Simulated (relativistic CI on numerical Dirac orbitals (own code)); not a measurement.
Mo³⁺: 3p photoemission

Computed with this model: Dirac-Coulomb-Breit CI, separate exchange-only KLI orbitals for each configuration, a model potential for QED, valence Slater integrals scaled by 0.8, multiplet model of photoemission in the sudden approximation; configurations [Kr] 4d3 → [Ne] 3s2 3p5 3d10 4s2 4p6 4d3; 300 K; Lorentzian 2 eV and Gaussian 0.6 eV FWHM. Energies are those of the free ion, without screening or charge transfer. The energies are binding energies and can lie tens of eV above those of solids. S is read from ⟨S²⟩ = S(S + 1).

free ion: ground-state S = 1.49, centroid 445.92 eV. Peaks (eV, height): 439.8 (100), 457.8 (53).

Strongest unbroadened transitions for free ion:

```
Energy (eV)  Relative strength
     439.56                3.6
     439.64               93.9
     439.65               39.9
     439.66                2.6
     439.73               72.3
     439.89               24.7
     440.01                2.9
     440.07                3.6
     440.10               25.6
     440.11               97.5
     440.31               39.2
     441.36                4.8
     441.72                2.7
     457.71              100.0
     457.73                4.1
     457.96                3.2
     457.97               74.9
     458.04               26.8
```
